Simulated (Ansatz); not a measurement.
Ideal-gas functions of FH3NOSi, SMILES `[NH][SiH](O)F` radical at 400 K and 1 bar, from an Ansatz frequency run at PBE0-D4/def2-TZVP.

Molar mass 80.11 g/mol, point group C1 (symmetry number 1), electronic degeneracy 2, moments of inertia 70.704, 75.596, 124.592 u Å². Harmonic wavenumbers (cm⁻¹, unscaled): 75, 228, 285, 361, 364, 722, 770, 810, 833, 893, 925, 982, 2290, 3517, 3909.

Use S(trans) = R[1.5 ln M + 2.5 ln T − 1.1517]; rotational temperatures θ = 24.2544 K / I; S(rot) = R[ln(√π/σ · √(T³/θAθBθC)) + 1.5]; for each mode x = 1.438777 ν̃/T, S = R[x/(eˣ − 1) − ln(1 − e⁻ˣ)] and H = RT x/(eˣ − 1); 1 cm⁻¹ = 0.0119627 kJ/mol; R = 8.31446 J/(mol·K).

Q: By hand: the entropy, in J/(mol·K).

A: Translation 169.6. Rotation: θ = 0.343, 0.3208, 0.1947 K, giving 107.9. Vibration, mode by mode: 19.23, 10.19, 8.46, 6.70, 6.64, 2.38, 2.08, 1.85, 1.74, 1.46, 1.33, 1.13, 0.02, 0.00, 0.00, in all 63.2. Electronic 5.8. Sum 346.5 J/(mol·K).

Q: By hand: H − E and G − E in kJ/mol, counted from the electronic energy.

A: Zero-point energy ½ × 16964 × 0.0119627 = 101.5; thermal vibration 13.8; translation, rotation and pV give 4 RT = 13.3. H − E = 128.6 kJ/mol, and G − E = 128.6 − 400 × 346.5/1000 = -10.0 kJ/mol.

Vibration gives 18 % of the entropy, 19.2 J/(mol·K) of it from the mode under 150 cm⁻¹: soft modes count most, and the harmonic formula is weakest for them. The sum counts one conformer and one mirror image; others add a mixing term.
